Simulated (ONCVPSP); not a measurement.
# nitrogen (N): variants of one ONCV potential

Base potential:

```json
{
 "Element": "nitrogen (N)",
 "Generator": "ONCVPSP 4.0.1",
 "Type": "optimised norm-conserving Vanderbilt (ONCV)",
 "Functional": "PBEsol",
 "Relativity": "scalar-relativistic",
 "Frozen core": "[He]",
 "Valence charge": "5",
 "Reference configuration": "2s2 2p2.5 (charge +0.5)",
 "Partial waves": "2s: rc 1.00 bohr, ncon 3, nbas 7, qcut 5.9 1/bohr, 3 projectors, debl 2.3 Ha; 2p: rc 1.85 bohr, ncon 4, nbas 9, qcut 8.7 1/bohr, 2 projectors, debl 2.2 Ha",
 "Local potential": "polynomial inside 0.75 bohr (lpopt 5, dvloc0 3 Ha)",
 "Core correction": "polynomial model core, fcfact 0.6"
}
```

All-electron outer shells of the reference configuration (PBEsol, scalar-relativistic, ld1.x):

| shell | level (eV) | outermost node (bohr) | outermost maximum (bohr) |
| --- | --- | --- | --- |
| 1s | -390.86 | – | 0.15 |
| 2s | -24.98 | 0.32 | 1.00 |
| 2p | -13.37 | – | 0.94 |

Cutoffs, loose and tight: the cutoffs (Ha) at which the residual kinetic energy of the hardest occupied pseudo-wave falls to 1 and 0.1 mHa per electron. They do not see the model core or the augmentation charge, which bear on the density cutoff. Test errors are all-electron minus pseudo excitation energies from the reference, over the configurations 2s2 2p3; 2s2 2p2; 2s2 2p1; 2s1 2p0. A dash means not determined; rows that change the core or the reference have their own tests.

1 further variants are left out, since the program set their typed debl aside.

A true bound ghost makes a file unfit for plane-wave use even where its test errors are small: the radial tests pick states by their node count and pass the ghost by.

```tsv
change	outcome	cutoff, loose	cutoff, tight	bound ghosts	GHOST(+) flags above zero	largest test error (meV)
base	generated	60 Ha	142 Ha	none	s	+1401
p: nproj 3	generated	60 Ha	142 Ha	none	s	+1401
local potential polynomial inside 0.90 bohr (lpopt 2, dvloc0 -1 Ha)	generated	60 Ha	142 Ha	none	s	+1401
```

(1) What comes out with this change to the base: s: qcut 3.9?

(2) What comes out with this change to the base: s: rc 1.3?

(3) What comes out with this change to the base: s: rc 0.86?

## Answers

(1) outcome: generated; cutoff, loose: 125 Ha; cutoff, tight: 201 Ha; bound ghosts: s; GHOST(+) flags above zero: none; largest test error (meV): +1401.

(2) outcome: generated; cutoff, loose: 22 Ha; cutoff, tight: 45 Ha; bound ghosts: none; GHOST(+) flags above zero: none; largest test error (meV): +1336.

(3) outcome: generated; cutoff, loose: 97 Ha; cutoff, tight: 193 Ha; bound ghosts: s; GHOST(+) flags above zero: s; largest test error (meV): +1404.
